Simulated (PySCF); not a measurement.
C2H4AlBr, SMILES C=[CH][AlH][Br].

Geometry optimised at TPSSh-D3(BJ)/def2-SVP. The structure was generated by enumeration; whether it is a known compound was not checked. One conformer was computed; it need not be the lowest.

Calculation: PBE/def2-TZVP in PySCF.

Gas-phase values at a fixed geometry.

Computed frontier levels, gap, dipole moment and polarisability:
| Quantity | Value |
|---|---|
| highest occupied level | -6.84 eV |
| lowest empty level | -2.56 eV |
| orbital gap | 4.28 eV |
| dipole moment | 1.96 D |
| quadrupole, principal values (traceless, Buckingham form, about the centre of nuclear charge) | -2.61, 0.15, 2.46 D·Å |
| mean static polarisability | 73.0 bohr³ (10.82 Å³) |
| polarisability, principal values | 50.3, 65.3, 103.4 bohr³ |
